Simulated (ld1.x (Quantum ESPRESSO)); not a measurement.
Building the TM potential for nitrogen (BLYP, scalar-relativistic).

| Item | Value |
| --- | --- |
| Element | N (Z = 7) |
| Generator | ld1.x (Quantum ESPRESSO) 7.5 |
| Type | norm-conserving Troullier–Martins (Kleinman–Bylander form) |
| Functional | BLYP |
| Relativity | scalar-relativistic |
| Frozen core | [He] |
| Valence charge | 5 |
| Reference configuration | 2s2 2p1 (charge +2) |
| Partial waves | 2p (bound): rc 1.40 bohr; 3d channel at -0.2 Ry: rc 1.45 bohr; 2s (bound): rc 1.05 bohr |
| Local potential | the s channel |
| Core correction | Bessel-smoothed model core inside 0.55 bohr |

Poles of the logarithmic derivatives, all-electron (AE) and pseudo (PS). s: poles at -1.9 (AE) and -1.9 (PS) Ry. p: poles at -1.5 (AE) and -1.5 (PS) Ry. d: poles at no energy (AE) and no energy (PS) Ry. Test radius 1.60 bohr.

- Cutoffs needed: 70 Ry and 120 Ry (the cutoffs (Ry, on a coarse ladder) from which the occupation-weighted sum of valence levels, in a spherical-Bessel basis at the reference potential, stays within 10 and 1 mRy of its value at 400 Ry)
- Ghost test: no extra level below or beside the all-electron valence levels (p, d, s, f tested) (spherical-Bessel basis up to 400 Ry, 20 bohr box)
- Largest excitation error: +312 meV (all-electron minus pseudo) for 2s1 2p0, out of 7 test configurations
